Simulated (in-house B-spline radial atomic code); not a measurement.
Se⁵⁺. Computed with a B-spline radial atomic code. Model: all-electron spherical atom, spin shells full or empty, radial basis limit, no spin-orbit coupling: exact exchange with a local potential (Slater, KLI or optimised effective potential, whose far tail is KLI's), no correlation.

Empty minority-spin level lies below the highest occupied level: each spin potential is zero at infinity, spin occupations fixed.

Exchange potential has not reached -1/r at the last radius.

The run also made RPA and GW results, which its time includes.

The Slater potential averages the orbital exchange potentials with the orbital densities as weights, KLI adds orbital constants, and the optimised effective potential minimises the exact-exchange energy among local potentials. So their energies lie above Hartree-Fock in the order OEP, KLI, Slater. All fall off as −1/r, unlike LDA and GGA exchange.

Command:
```bash
python run_gw.py task.json out
```
Settings (nuclear radius in fm, other lengths in bohr, energies in hartree):
```
Z                      34
electrons              29
configuration          [Ar] 3d10 4s1
hamiltonian            x2c
method                 oep
lmax                   9
rms_radius             4.14
spin_polarised         True
box_radius             10.43
intervals              99
ion_configuration      [Ar] 3d10
```

Time taken, with all properties: 13 s on 1 thread of Intel(R) Xeon(R) Platinum 8259CL CPU @ 2.50GHz (Skylake/Cascade Lake), with other jobs on the host.

Given: hamiltonian one-electron scalar X2C; mean-field start exchange-only OEP.

Computed: energy above Hartree-Fock 8.6121 millihartree.

```tsv
radius (bohr)	r times exchange potential up (hartree bohr)	r times exchange potential down (hartree bohr)
0.00147	-0.042771	-0.043377
0.00181	-0.052599	-0.053346
0.00224	-0.064964	-0.065888
0.00276	-0.079814	-0.080954
0.0034	-0.097899	-0.099304
0.0042	-0.12018	-0.12191
0.00518	-0.14689	-0.14904
0.00639	-0.1789	-0.18155
0.00788	-0.21668	-0.21995
0.00971	-0.2604	-0.26444
0.012	-0.31071	-0.31573
0.0148	-0.36537	-0.37159
0.0182	-0.42159	-0.42928
0.0225	-0.47725	-0.48681
0.0277	-0.52296	-0.53479
0.0342	-0.5499	-0.56457
0.0422	-0.54475	-0.56291
0.052	-0.5068	-0.52918
0.0642	?	?
0.0792	-0.56779	-0.60088
0.0976	-0.72083	-0.76147
0.12	-0.85549	-0.90579
0.149	-0.94231	-1.0051
0.183	-0.94703	-1.0241
0.226	-0.84219	-0.93679
0.279	-0.76335	-0.8769
0.344	-0.9784	-1.1169
0.424	?	?
0.523	-1.3678	-1.5838
0.645	-1.3913	-1.6545
0.795	-1.2742	-1.6008
0.981	-1.0296	-1.4605
1.21	-0.83061	-1.3032
1.49	-0.88912	-1.1828
1.84	-0.98707	-1.1081
2.27	-1.0176	-1.0565
2.8	-1.017	-1.0301
```

What belongs in the row 0.0642?

r times exchange potential up (hartree bohr): -0.48608; r times exchange potential down (hartree bohr): -0.51342.

What belongs in the row 0.424?

r times exchange potential up (hartree bohr): -1.2248; r times exchange potential down (hartree bohr): -1.3994.

```json
{"occupied": "1s up", "level (hartree)": "-461.85", "Hartree-Fock level (hartree)": "-470.71"}
{"occupied": "1s down", "level (hartree)": "-462.27", "Hartree-Fock level (hartree)": "-470.7"}
{"occupied": "2s up", "level (hartree)": "-61.775", "Hartree-Fock level (hartree)": "-64.906"}
{"occupied": "2s down", "level (hartree)": "?", "Hartree-Fock level (hartree)": "?"}
{"occupied": "2p up", "level (hartree)": "-54.634", "Hartree-Fock level (hartree)": "-57.219"}
{"occupied": "2p down", "level (hartree)": "-55.052", "Hartree-Fock level (hartree)": "-57.214"}
{"occupied": "3s up", "level (hartree)": "-10.663", "Hartree-Fock level (hartree)": "-11.749"}
{"occupied": "3s down", "level (hartree)": "-11.075", "Hartree-Fock level (hartree)": "-11.712"}
{"occupied": "3p up", "level (hartree)": "?", "Hartree-Fock level (hartree)": "?"}
{"occupied": "3p down", "level (hartree)": "-8.8269", "Hartree-Fock level (hartree)": "-9.2309"}
{"occupied": "3d up", "level (hartree)": "-4.7042", "Hartree-Fock level (hartree)": "-5.1201"}
{"occupied": "3d down", "level (hartree)": "-5.1105", "Hartree-Fock level (hartree)": "-5.1104"}
{"occupied": "4s up", "level (hartree)": "-2.9729", "Hartree-Fock level (hartree)": "-2.9722"}
```

What belongs in the row 2s down?

level (hartree): -62.192; Hartree-Fock level (hartree): -64.89.

What belongs in the row 3p up?

level (hartree): -8.416; Hartree-Fock level (hartree): -9.2454.

| empty | level (hartree) |
| --- | --- |
| 4s down | -3.192 |
| 4p down | -2.6264 |
| 4p up | ? |
| 4d down | -1.8035 |
| 4d up | ? |
| 5s down | -1.5405 |
| 5s up | -1.4878 |
| 5p down | -1.3376 |
| 5p up | -1.2894 |

What belongs in the row 4p up?

level (hartree): -2.4526.

What belongs in the row 4d up?

level (hartree): -1.7082.

The highest level, 4s up, differs from Hartree-Fock by -0.019 eV and the deepest, 1s down, by +229 eV: a local potential can match the highest level but can't give each shell its own exchange.
